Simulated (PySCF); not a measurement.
These are PySCF 2.14.0 with PBE-D3(BJ)/def2-TZVP // B3LYP-D3(BJ)/def2-TZVP values and carry that method's errors. Gas-phase values, no solvent. One relaxed conformer stands for a flexible species; it need not be the lowest. Excitations are Tamm–Dancoff values on a coarser integration grid. The basis has no diffuse functions, so Rydberg states are missing or too high.

Reference species (SMILES): `O[Si](O)(O)O` (neutral, multiplicity 1).

```
Property                   Value
----------------------  --------
LUMO                    -0.43 eV
S1 excitation (TDA)      6.96 eV
S1 oscillator strength     0.005
HOMO                    -7.31 eV
```

Changed species: `N[Si](N)(O)O` (2 of 4 OH replaced by NH2; the reference has 0 of 4 OH replaced by NH2).

Problem. Give the shifts of the LUMO, S1 excitation (TDA), S1 oscillator strength and HOMO.

Solution. the LUMO increases by 0.27 eV, to -0.16 eV; the S1 excitation (TDA) decreases by 1.20 eV, to 5.76 eV; the S1 oscillator strength stays essentially unchanged; the HOMO rises by 1.47 eV, to -5.84 eV.
